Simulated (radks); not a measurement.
The nuclear charge of neutral cobalt is varied continuously with 27 electrons held in [Ar] 3d7 4s2. Method: non-relativistic Kohn-Sham, BLYP, spin-polarised, spherical densities, point nucleus; open shells are filled with parallel spins first; computed with a radial shooting solver on a logarithmic mesh with Libxc functionals. By the Hellmann-Feynman theorem dE/dZ = E(electron-nucleus)/Z, the electronic potential at the nucleus.

\begin{tabular}{lrrrrr}
Z & E (hartree) & E(electron-nucleus)/Z (hartree) & HOMO & e(HOMO) (eV) & <r> HOMO (bohr) \\ \hline
26.75 & -1352.48104 & -120.541 & 4s & -3.157 & 3.193 \\
27 & -1382.80338 & -122.037 & 4s & -5.063 & 2.995 \\
27.25 & -1413.49895 & -123.527 & 4s & -7.162 & 2.832 \\
27.5 & -1444.56651 & -125.013 & 4s & -9.438 & 2.694 \\
27.75 & -1476.00505 & -126.495 & 4s & -11.882 & 2.574 \\
28 & -1507.81372 & -127.974 & 4s & -14.483 & 2.469 \\
\end{tabular}

The central difference of E at Z = 27 is -122.036 hartree, to compare with the third column; the second derivative is -5.97 hartree.
